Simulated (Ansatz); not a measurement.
Diatomic SnSe, closed-shell singlet (the spin of the measured ground state). No spin–orbit coupling. Se is treated without relativity.

```csv
level,bond energy D_e (kcal/mol)
SVWN5/def2-TZVPP,133.56
PBE/def2-TZVPP,113.79
r2SCAN/def2-TZVPP,109.54
B97M-V/def2-TZVPP,110.62
B3LYP/def2-TZVPP,106.41
BHLYP/def2-TZVPP,97.14
CAM-B3LYP/def2-TZVPP,102.17
wB97X-V/def2-TZVPP,106.76
wB97M-V/def2-TZVPP,102.38
CCSD/def2-TZVPP,96.80
CCSD/def2-QZVPP,100.24
CCSD(T)/def2-TZVPP,104.26
CCSD(T)/def2-QZVPP,108.57
"CCSD(T)/CBS(def2-TZVPP, def2-QZVPP)",111.65
```

The rows run from 96.80 (CCSD/def2-TZVPP) to 133.56 kcal/mol (SVWN5/def2-TZVPP). From def2-TZVPP to def2-QZVPP CCSD(T) changes by 4.31. The 9 functionals in def2-TZVPP without D3 or D4 span 36.42, from BHLYP to SVWN5.

D_e counts from the fitted minimum to each atom's lowest state at the same level, without counterpoise. The singlet is restricted.

Correlated levels freeze the inner cores; with def2 sets outer-core shells near the valence are correlated too. CBS: X⁻³ extrapolation of the correlation energy, Hartree–Fock from the larger set.

Programs: Ansatz (Gaussian basis) for Hartree–Fock, density functionals and correlated methods.  In def2 rows elements past Kr take small-core potentials, without spin–orbit coupling.

Ansatz is a program for electronic structure.
